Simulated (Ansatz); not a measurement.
Geometry optimisation, Ansatz 0.2.0, RKS PBE-D4/6-31G*.

Input file:

```yaml
crystal:
  periodic: [false, false, false]
  atoms:
    - { symbol: "N", position_ang: [-1.9347, 1.2721, 1.1355] }
    - { symbol: Al, position_ang: [-0.6277, 0.0862, 1.6639] }
    - { symbol: Si, position_ang: [1.2469, -0.2161, 0.2944] }
    - { symbol: Si, position_ang: [0.6952, -0.8883, -1.7164] }
    - { symbol: Cl, position_ang: [-0.6073, 0.5551, -2.5871] }
    - { symbol: H, position_ang: [-1.5187, 2.2601, 0.9998] }
    - { symbol: H, position_ang: [-2.2787, 1.0129, 0.1827] }
    - { symbol: H, position_ang: [-0.7464, -0.7215, 3.014] }
    - { symbol: H, position_ang: [2.1636, -1.2131, 0.9522] }
    - { symbol: H, position_ang: [2.0047, 1.0577, 0.2048] }
    - { symbol: H, position_ang: [-0.1386, -2.1567, -1.5607] }
    - { symbol: H, position_ang: [1.8188, -1.1036, -2.5491] }
basis:
  gaussian: { orbitals: "6-31G*" }
hamiltonian:
  xc: pbe
  dispersion: d4
relax:
  f_tol: 0.02
  max_steps: 50
```

Launched with:

```bash
$ ansatz run input.yaml --threads 2 --pin off --max-ram 3072MiB --backend cpu --events-out ev --progress --plain --runs-dir out
```

Question: Where does it end, and by what steps?

Answer: The forces met the threshold. After 21 steps the energy has fallen by 1.014 eV; H6 moved furthest, 1.51 Å.

| step | energy less start (eV) | largest force component (eV/Å) | accepted |
| --- | --- | --- | --- |
| 0 | 0.0000 | 2.215 | yes |
| 1 | -0.3967 | 0.624 | yes |
| 2 | -0.4611 | 0.866 | yes |
| 3 | -0.5336 | 1.124 | yes |
| 4 | -0.6625 | 1.221 | yes |
| 5 | -0.7770 | 1.355 | yes |
| 6 | -0.8958 | 0.670 | yes |
| 7 | -0.9584 | 0.389 | yes |
| 8 | -0.9646 | 0.284 | yes |
| 9 | -0.9597 | 1.130 | no |
| 10 | -1.0035 | 0.099 | yes |
| 11 | -1.0088 | 0.169 | yes |
| 12 | -1.0105 | 0.118 | yes |
| 13 | -1.0120 | 0.057 | yes |
| 14 | -1.0120 | 0.047 | yes |
| 15 | -1.0126 | 0.054 | yes |
| 16 | -1.0132 | 0.039 | yes |
| 17 | -1.0138 | 0.028 | yes |
| 18 | -1.0137 | 0.037 | no |
| 19 | -1.0141 | 0.024 | yes |
| 20 | -1.0142 | 0.020 | yes |
| 21 | -1.0143 | 0.014 | yes |

```xyz
12
Properties=species:S:1:pos:R:3
N -1.853 1.055 0.890
Al -0.469 0.381 1.800
Si 1.418 -0.334 0.398
Si 0.632 -0.836 -1.756
Cl -0.485 0.803 -2.480
H -2.722 1.393 1.304
H -1.857 1.189 -0.123
H -0.581 0.260 3.393
H 2.115 -1.576 0.894
H 2.484 0.719 0.240
H -0.301 -2.012 -1.745
H 1.697 -1.094 -2.780
```

Whether the end is a true minimum wasn't checked by a vibrational analysis.

Time of the run: 43 s on 2 threads of Intel(R) Xeon(R) Platinum 8488C (Sapphire Rapids), with other jobs on the host, peak memory 0.18 GiB.
